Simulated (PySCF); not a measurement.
# Structure from NMR data

An unknown has the formula C4H14OSi3. Its calculated NMR data are:

1H NMR (300 MHz, computed): δ 4.33 (q, 2H), 3.76 (s, 3H), 3.55 (t, 3H), 1.47 (s, 6H).

13C{1H} NMR (computed): δ 251.3 (C), 52.2 (C), 22.6 (CH3).

Method: geometry: GFN2-xTB, shielding tensors at PBE0/pcSseg-1 (GIAO), in PySCF 2.14.0 with density-fitted response routines (one computed conformer, no solvent, fast rotation and ring inversion assumed for equivalent nuclei, non-relativistic Hamiltonian).

Scale: 1H (31.72 ppm) and 13C (186.93 ppm) against TMS (reference shieldings calculated alike).

**Question.** Propose a structure and justify it.

**Answer.** 
- Rings plus π bonds: 1 (no ring in the answer).
- 3 carbon signals for 4 carbons: some carbons are equivalent by symmetry or fast rotation.
- Carbon types of the structure: 2 × C, 2 × CH3, leaving 8 H on heteroatoms.
- δC 251.3: carbonyl carbon.
- δC 52.2: fully substituted sp3 carbon bonded to Si, α to a carbonyl; α to the electron-withdrawing carbonyl group.
- δC 22.6: methyl carbon; saturated and bonded to C and H only.
- δH 4.33: hydrogen on a silicon bonded to C, Si.
- δH 3.76: hydrogen on a silicon bonded to C.
- δH 3.55: hydrogen on a silicon bonded to Si.
- δH 1.47: hydrogen on a methyl carbon.

These data were computed for SMILES CC(C)([SiH3])C(=O)[SiH2][SiH3].

This is the structure that produced the data.

Shifts are as computed. Against solution values, carbons near 30 ppm lie about +3 ppm off and those near 130 ppm about +5 ppm. Of 1211 compounds with measured shifts, 218 miss one by over three times the rms of a fit or turn the order of signals round; such compounds aren't used in these exercises. Multiplicities follow the n + 1 count of equivalent neighbours, as no J values were calculated; m marks all less simple cases, F and P coupling included.
